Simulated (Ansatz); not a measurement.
Gas-phase electronic energies from Ansatz, PBE0-D4/def2-TZVP geometries. CBS: MP2 limit from def2 TZ/QZ plus the TZ coupled-cluster correction, frozen cores. Functionals use def2-TZVPP. B3LYP here is the variant with VWN-RPA as its local correlation; programs differ in this. One conformer a species, not always the lowest.

Consider the redistribution: `CC[Si]O[SiH3]` + `BN[SiH3]` → `[SiH]O[SiH3]` + `CCBN[SiH3]`.

```tsv
level	ΔE (eV)
PBE0-D4	0.02
PBE0	-0.01
B3LYP	-0.03
SCS-MP2/def2-QZVPP	0.02
```

(1) What does CCSD(T)/CBS give? (Best estimate.)

Largest T1 diagnostic among the species: 0.014.

## Answers

(1) The calculation gave: +0.03 eV. The listed levels differ from it by -0.01, -0.04, -0.06, -0.01 eV.

The D4 term adds +0.07 eV with B3LYP and +0.04 eV with PBE0; it sums over pairs of atoms, weighted by their polarisabilities, and B3LYP, whose exchange is more repulsive, gets the larger term. In def2-TZVPP, CCSD(T) changes the Hartree–Fock value by +0.08 eV (the triples alone add +0.02 eV) and MP2 by +0.11 eV.
